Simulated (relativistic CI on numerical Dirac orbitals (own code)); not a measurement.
# Pt³⁺ (5d7) in a crystal field

Calculated by Dirac-Coulomb-Breit CI, separate exchange-only KLI orbitals for each configuration, model QED (radiative potential, 1s self-energy scaled to tabulated hydrogen-like ionisation energies), valence Slater integrals scaled by 0.9, one configuration in a parametric crystal field (own radial code). With so little scaling, terms lie 10 to 35 % too far apart, which can change the order of excited levels.

Field parameters in Wybourne normalisation: D4h B²₀ = −7Ds, B⁴₀ = 21(Dq − Dt), B⁴₄ = 21√(5/14) Dq. The field is a parameter set, without covalency.

S is read from ⟨S²⟩ = S(S + 1).

Powder χT (cm³ K mol⁻¹) by Van Vleck's formula, with temperature-independent terms:

```
                                        Field    2 K    5 K   10 K   20 K   50 K  100 K  200 K  300 K
D4h, 10Dq = 23850, Ds = -1500, Dt = -330 cm⁻¹  0.714  0.714  0.715  0.716  0.721  0.728  0.742  0.756
 D4h, 10Dq = 23850, Ds = 3000, Dt = -330 cm⁻¹   0.76   0.76  0.761  0.763  0.767  0.775   0.79  0.805
 D4h, 10Dq = 23850, Ds = 2590, Dt = -330 cm⁻¹  0.758  0.758  0.759   0.76  0.765  0.773  0.788  0.803
 D4h, 10Dq = 23850, Ds = 2180, Dt = -330 cm⁻¹  0.756  0.756  0.757  0.758  0.763  0.771  0.786  0.802
 D4h, 10Dq = 23850, Ds = 1770, Dt = -330 cm⁻¹  0.754  0.754  0.755  0.757  0.761  0.769  0.785  0.801
 D4h, 10Dq = 23850, Ds = 1360, Dt = -330 cm⁻¹  0.752  0.753  0.753  0.755   0.76  0.768  0.784    0.8
  D4h, 10Dq = 23850, Ds = 950, Dt = -330 cm⁻¹  0.751  0.751  0.752  0.754  0.759  0.767  0.784    0.8
  D4h, 10Dq = 23850, Ds = 550, Dt = -330 cm⁻¹  0.751  0.751  0.752  0.754  0.759  0.768  0.785  0.802
```

For D4h, 10Dq = 23850, Ds = 3000, Dt = -330 cm⁻¹: what effective moment follows at 300 K?

μ_eff = √(8χT) = 2.54 μB. The ground level has S = 0.74; the spin-only moment for S = 1/2 is 1.73 μB. The difference comes from the orbital moment, spin-orbit mixing of terms and temperature-independent paramagnetism, all larger in this ionic model than in covalent complexes.
